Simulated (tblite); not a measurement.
Species: C₇H₉Cl.
Atom-mapped SMILES: `[Cl:1][C@@:2]12[CH:3]=[CH:4][C@@H:5]([CH2:6][CH2:7]1)[CH2:8]2` (hydrogens: H9 on C3; H10 on C4; H11 on C5; H12, H13 on C6; H14, H15 on C7; H16, H17 on C8)

All values are computed: GFN2-xTB (tblite) harmonic vibrations without scaling, gas phase. Against measured fundamentals such values can be off by several per cent, at times by over 20.

Harmonic wavenumbers (cm⁻¹): 199.9, 234.3, 287.0, 367.9, 417.3, 462.2, 481.4, 639.2, 769.5, 787.1, 811.8, 843.1, 847.5, 906.4, 950.2, 980.5, 983.6, 1001.3, 1017.3, 1044.7, 1067.3, 1093.3, 1114.3, 1128.0, 1169.3, 1196.1, 1203.7, 1235.2, 1253.4, 1277.6, 1282.7, 1304.5, 1476.7, 1478.0, 1500.2, 1654.0, 2991.7, 3006.3, 3008.5, 3015.2, 3018.0, 3018.8, 3022.3, 3134.0, 3157.3.

A = 3439, B = 1485, C = 1343 MHz; mass 128.039 u (most abundant isotopes); point group C1, symmetry number 1.

**Question.** Zero-point energy?

**Answer.** Half the sum of the wavenumbers: 30919 cm⁻¹ = 369.88 kJ/mol.

**Question.** Give the ideal-gas entropy at 298.15 K and 1 bar in the rigid-rotor, harmonic-oscillator model (classical rotation).

**Answer.** Translation 169.37, rotation 118.16, vibration 48.53: S = 336.1 J/(mol K).

**Question.** And Cp and H(298.15 K) − H(0)?

**Answer.** Cp = 119.77 J/(mol K), of which vibrations give 86.51 (their classical limit is 45 R = 374.2); H(298.15 K) − H(0) = 19.53 kJ/mol without the zero-point energy, 9.62 from vibrations.

**Question.** How do the functions run with temperature in this model?

**Answer.** 
```csv
T (K),S (J/(mol K)),Cp (J/(mol K)),H − H(0) (kJ/mol),G − H(0) (kJ/mol),ln q(vib)
100,255.7,46.4,3.67,-21.89,0.12
200,297.2,78.6,9.85,-49.59,0.84
300,336.8,120.6,19.75,-81.29,1.98
500,418.1,200.5,52.27,-156.78,5.06
800,530.0,273.7,124.53,-299.45,10.49
1000,594.5,303.9,182.46,-412.02,14.13
```

q(vib) and H(0) count from the zero-point level.

**Question.** What must be added to the electronic energy to get the Gibbs energy at 298.15 K and 1 bar?

**Answer.** ZPE + [H(298.15 K) − H(0)] − T·S = 369.88 + 19.53 − 100.20 = 289.21 kJ/mol.

Hindered rotation and anharmonicity are outside this model. The structure is chiral; the term R ln 2 for an equal mix with its mirror image is left out.

The run took 4.9 s wall, 2.0 s CPU on Intel Xeon at 2.50 GHz, one thread (shared host). This covers the Hessian and the dipole derivatives.
